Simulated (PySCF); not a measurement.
B3LYP has the VWN-RPA correlation part, as in Gaussian. Excitations are Tamm–Dancoff values on a coarser integration grid.

Cartesian coordinates (Å):
```xyz
15

C     -0.7891    -1.5428    -0.3906
Si    -0.0104     0.0167     0.2982
C      1.7176     0.2101    -0.4015
C     -1.0578     1.5122    -0.0848
O      0.0442    -0.0510     1.9619
H     -0.1976    -2.4279    -0.1420
H     -0.8645    -1.4952    -1.4801
H     -1.7948    -1.6890     0.0094
H      2.3475    -0.6481    -0.1530
H      1.6923     0.2928    -1.4912
H      2.2023     1.1062    -0.0080
H     -0.6120     2.4177     0.3319
H     -1.1608     1.6527    -1.1634
H     -2.0589     1.4059     0.3382
H      0.5419    -0.7601     2.3751
```
Charge 0, spin multiplicity 1.

### Question
What HOMO, S1 oscillator strength and T1 excitation (TDA) does PySCF with B3LYP-D3(BJ)/def2-TZVPD give?

### Answer

```yaml
HOMO: -7.79 eV
S1 oscillator strength: 0.051
T1 excitation (TDA): 6.41 eV
```
